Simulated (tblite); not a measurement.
A geometry optimisation, step by step.

Compound: C4H4BF2O2 (doublet state).
Numbering: `[O:1]=[C:2]1[CH:3][O:4][CH2:5][C@H:6]1[B:7]([F:8])[F:9]` (hydrogens: H10 on C3; H11, H12 on C5; H13 on C6)
Bond orders are those of one Lewis drawing.

Computed with GFN2-xTB (tblite), gas phase: L-BFGS steps from a force-field or distance-geometry start until the largest atomic force falls under 0.01 eV/Å. 11 of its 95 geometries are shown.

Step 0: E = -799.8495 eV, largest atomic force 4.136 eV/Å
```
atom  x, y, z in Å  |  force x, y, z in eV/Å
O1     -0.495    0.495    2.243   -0.304  -0.698  -2.138
C2     -0.688    0.212    1.061   -1.080   1.395   3.101
C3     -1.932    0.415    0.259    0.890  -2.841  -1.016
O4     -1.542    0.295   -1.082   -1.372   0.151   0.621
C5     -0.161    0.374   -1.124    0.652   1.030  -0.282
C6      0.254   -0.429    0.099    1.004  -0.384   0.312
B7      1.765   -0.322    0.455    3.861   0.382  -1.434
F8      2.612   -1.415   -0.024   -1.757   2.803   1.528
F9      2.451    0.927    0.697   -1.696  -3.458  -0.476
H10    -2.534   -0.526    0.462   -0.570   1.765   0.101
H11     0.091    1.448   -0.958    0.417  -0.402  -0.341
H12     0.280   -0.012   -2.047   -0.422   0.174  -0.029
H13    -0.106   -1.460   -0.058    0.377   0.084   0.054
```

Step 9: E = -801.5347 eV, largest atomic force 0.578 eV/Å
```
atom  x, y, z in Å  |  force x, y, z in eV/Å
O1     -0.589    0.461    2.259   -0.055  -0.442  -0.369
C2     -0.734    0.124    1.101    0.222  -0.102   0.325
C3     -1.898    0.083    0.269    0.295   0.357  -0.151
O4     -1.582    0.260   -1.023   -0.034   0.071  -0.273
C5     -0.154    0.415   -1.140   -0.139  -0.361   0.179
C6      0.353   -0.371    0.070    0.131  -0.030   0.138
B7      1.911   -0.299    0.310   -0.351   0.113   0.381
F8      2.700   -1.332    0.115    0.011   0.036  -0.004
F9      2.490    0.795    0.722    0.359   0.227  -0.013
H10    -2.907   -0.199    0.511    0.009   0.372  -0.008
H11     0.184    1.463   -1.057   -0.453  -0.128  -0.047
H12     0.162    0.022   -2.109   -0.184  -0.048   0.075
H13     0.059   -1.422   -0.048    0.190  -0.066  -0.231
```

Step 19: E = -801.8399 eV, largest atomic force 0.330 eV/Å
```
atom  x, y, z in Å  |  force x, y, z in eV/Å
O1     -0.626    0.108    2.292   -0.002  -0.161   0.037
C2     -0.742    0.000    1.088    0.212  -0.057  -0.196
C3     -1.892    0.169    0.266    0.213   0.005  -0.063
O4     -1.622    0.200   -1.038    0.061   0.176  -0.032
C5     -0.206    0.341   -1.176    0.061  -0.045   0.048
C6      0.382   -0.374    0.048    0.053   0.011   0.058
B7      1.931   -0.199    0.373    0.054  -0.034   0.073
F8      2.704   -1.264    0.235   -0.070   0.146   0.057
F9      2.593    0.876    0.737   -0.302  -0.001  -0.096
H10    -2.921    0.268    0.541   -0.119  -0.005   0.161
H11     0.016    1.422   -1.126    0.085  -0.253  -0.194
H12     0.095   -0.087   -2.135   -0.052   0.116   0.086
H13     0.284   -1.460   -0.123   -0.194   0.103   0.060
```

Step 28: E = -801.9698 eV, largest atomic force 0.502 eV/Å
```
atom  x, y, z in Å  |  force x, y, z in eV/Å
O1     -0.610   -0.254    2.283   -0.114   0.031   0.226
C2     -0.725   -0.108    1.084    0.126   0.031  -0.485
C3     -1.850    0.260    0.299    0.184   0.053   0.004
O4     -1.606    0.353   -1.011    0.013   0.140   0.106
C5     -0.187    0.306   -1.223   -0.101  -0.012   0.139
C6      0.372   -0.426    0.014    0.007   0.025  -0.081
B7      1.883   -0.156    0.417    0.100   0.005  -0.223
F8      2.767   -1.135    0.396   -0.110   0.126   0.120
F9      2.394    1.027    0.681   -0.165  -0.111  -0.026
H10    -2.839    0.476    0.656   -0.068  -0.036  -0.102
H11     0.145    1.359   -1.309    0.106  -0.337   0.178
H12     0.025   -0.193   -2.180   -0.183   0.012   0.299
H13     0.226   -1.508   -0.125    0.205   0.073  -0.155
```

Step 38: E = -802.0994 eV, largest atomic force 0.291 eV/Å
```
atom  x, y, z in Å  |  force x, y, z in eV/Å
O1     -0.654   -0.640    2.208   -0.123   0.010   0.096
C2     -0.723   -0.273    1.051    0.135   0.011  -0.257
C3     -1.753    0.420    0.368   -0.182  -0.036   0.057
O4     -1.516    0.662   -0.917   -0.080  -0.017   0.163
C5     -0.192    0.248   -1.242    0.063   0.013   0.006
C6      0.364   -0.535   -0.045    0.055  -0.041  -0.039
B7      1.809   -0.079    0.422   -0.039   0.001   0.021
F8      2.800   -0.905    0.666   -0.108   0.073   0.009
F9      2.100    1.198    0.560    0.051  -0.059  -0.030
H10    -2.720    0.711    0.751    0.175  -0.016  -0.033
H11     0.383    1.160   -1.437    0.025  -0.048  -0.061
H12    -0.240   -0.355   -2.153   -0.014   0.082  -0.002
H13     0.337   -1.611   -0.249    0.042   0.029   0.071
```

Step 47: E = -802.1141 eV, largest atomic force 0.070 eV/Å
```
atom  x, y, z in Å  |  force x, y, z in eV/Å
O1     -0.703   -0.779    2.162   -0.024  -0.011  -0.065
C2     -0.730   -0.344    1.024    0.032   0.032   0.030
C3     -1.719    0.442    0.389   -0.005   0.012   0.048
O4     -1.465    0.757   -0.875   -0.007  -0.026   0.039
C5     -0.195    0.228   -1.254   -0.010   0.000  -0.017
C6      0.367   -0.565   -0.066    0.026   0.019  -0.032
B7      1.775   -0.037    0.434   -0.031  -0.017   0.036
F8      2.766   -0.819    0.783    0.002  -0.003   0.032
F9      2.033    1.252    0.501    0.039  -0.004  -0.019
H10    -2.637    0.803    0.815   -0.003  -0.020  -0.019
H11     0.442    1.079   -1.514   -0.001   0.053  -0.034
H12    -0.344   -0.377   -2.152   -0.001  -0.047   0.021
H13     0.405   -1.639   -0.265   -0.018   0.011  -0.020
```

Step 56: E = -802.1200 eV, largest atomic force 0.068 eV/Å
```
atom  x, y, z in Å  |  force x, y, z in eV/Å
O1     -0.731   -0.886    2.112    0.033   0.001   0.058
C2     -0.724   -0.373    1.008   -0.027  -0.049  -0.039
C3     -1.687    0.470    0.410   -0.001   0.007   0.019
O4     -1.434    0.813   -0.846    0.003   0.020   0.024
C5     -0.202    0.225   -1.265   -0.003  -0.042  -0.019
C6      0.379   -0.565   -0.084    0.004   0.016  -0.008
B7      1.764   -0.014    0.451   -0.004  -0.019  -0.002
F8      2.728   -0.773    0.909   -0.027  -0.005   0.016
F9      2.028    1.276    0.446    0.033   0.023  -0.007
H10    -2.593    0.839    0.855    0.007  -0.010  -0.033
H11     0.449    1.040   -1.596   -0.002   0.017   0.012
H12    -0.420   -0.416   -2.123   -0.009  -0.002  -0.040
H13     0.439   -1.635   -0.296   -0.006   0.042   0.018
```

Step 66: E = -802.1232 eV, largest atomic force 0.029 eV/Å
```
atom  x, y, z in Å  |  force x, y, z in eV/Å
O1     -0.708   -0.875    2.116    0.003   0.008   0.015
C2     -0.718   -0.370    1.008   -0.023  -0.013  -0.012
C3     -1.696    0.456    0.410    0.013   0.010   0.003
O4     -1.441    0.815   -0.841   -0.010  -0.006  -0.003
C5     -0.208    0.235   -1.269   -0.006  -0.007  -0.005
C6      0.382   -0.547   -0.088    0.003  -0.001  -0.018
B7      1.772   -0.013    0.452   -0.004  -0.020   0.007
F8      2.691   -0.799    0.955    0.010   0.022   0.016
F9      2.088    1.265    0.421   -0.002  -0.019  -0.022
H10    -2.614    0.806    0.844   -0.005   0.002   0.016
H11     0.435    1.054   -1.604   -0.002   0.004   0.011
H12    -0.432   -0.408   -2.126    0.022   0.012  -0.005
H13     0.444   -1.618   -0.296    0.001   0.010  -0.005
```

Step 75: E = -802.1260 eV, largest atomic force 0.086 eV/Å
```
atom  x, y, z in Å  |  force x, y, z in eV/Å
O1     -0.681   -0.830    2.132    0.013  -0.020  -0.002
C2     -0.710   -0.359    1.009   -0.037   0.000   0.078
C3     -1.710    0.437    0.406    0.008  -0.001  -0.002
O4     -1.473    0.778   -0.854    0.002  -0.003  -0.009
C5     -0.212    0.249   -1.267    0.028  -0.029   0.003
C6      0.380   -0.542   -0.093    0.021  -0.013  -0.045
B7      1.780   -0.030    0.447    0.002  -0.041  -0.006
F8      2.660   -0.818    1.016   -0.042   0.066  -0.027
F9      2.138    1.233    0.351    0.012  -0.025  -0.003
H10    -2.630    0.770    0.851    0.002   0.006  -0.033
H11     0.414    1.098   -1.559    0.000   0.023   0.002
H12    -0.387   -0.374   -2.150   -0.010   0.026   0.026
H13     0.425   -1.613   -0.308    0.000   0.012   0.019
```

Step 85: E = -802.1274 eV, largest atomic force 0.016 eV/Å
```
atom  x, y, z in Å  |  force x, y, z in eV/Å
O1     -0.670   -0.840    2.132   -0.011  -0.009   0.008
C2     -0.708   -0.364    1.012   -0.007  -0.003   0.007
C3     -1.708    0.431    0.410   -0.005   0.009  -0.002
O4     -1.474    0.775   -0.849   -0.011   0.005  -0.006
C5     -0.210    0.254   -1.265    0.008  -0.002   0.007
C6      0.380   -0.545   -0.098    0.004   0.002   0.002
B7      1.777   -0.034    0.441   -0.001  -0.007  -0.009
F8      2.633   -0.800    1.069    0.007   0.000  -0.001
F9      2.159    1.218    0.291    0.007   0.004  -0.007
H10    -2.630    0.766    0.849   -0.001  -0.006   0.003
H11     0.413    1.110   -1.544    0.007   0.007  -0.005
H12    -0.384   -0.356   -2.155    0.001  -0.004  -0.001
H13     0.419   -1.616   -0.312    0.004   0.005   0.004
```

Step 94: E = -802.1278 eV, largest atomic force 0.009 eV/Å
```
atom  x, y, z in Å  |  force x, y, z in eV/Å
O1     -0.681   -0.842    2.134    0.006  -0.001  -0.002
C2     -0.713   -0.363    1.015   -0.004  -0.003  -0.001
C3     -1.714    0.428    0.409   -0.008   0.001   0.002
O4     -1.477    0.773   -0.849   -0.004   0.002   0.001
C5     -0.209    0.259   -1.260    0.003   0.000   0.008
C6      0.380   -0.540   -0.092   -0.002  -0.001   0.003
B7      1.783   -0.034    0.437   -0.005  -0.006  -0.004
F8      2.630   -0.798    1.078    0.006  -0.006   0.003
F9      2.184    1.208    0.257   -0.002   0.006  -0.003
H10    -2.641    0.752    0.845    0.002   0.003  -0.006
H11     0.412    1.118   -1.534   -0.001   0.002  -0.007
H12    -0.376   -0.350   -2.153    0.005   0.001   0.004
H13     0.418   -1.611   -0.306    0.003   0.001   0.001
```

**Question.** Summarise the path.

**Answer.** The energy falls by 219.83 kJ/mol from step 0 to step 94; nine tenths of that is first reached at step 24. It falls at every step. The largest force goes from 4.136 to 0.009 eV/Å. Among the bonds B7–F8 changes most, from 1.464 to 1.309 Å; the atoms move by 0.779 Å rms after alignment.

The cost below is that of the whole relaxation. Time: 0.53 s of wall time. Hardware: one thread, Arm Neoverse V1 (aarch64), shared host with 32 logical CPUs at a one-minute load of 27.
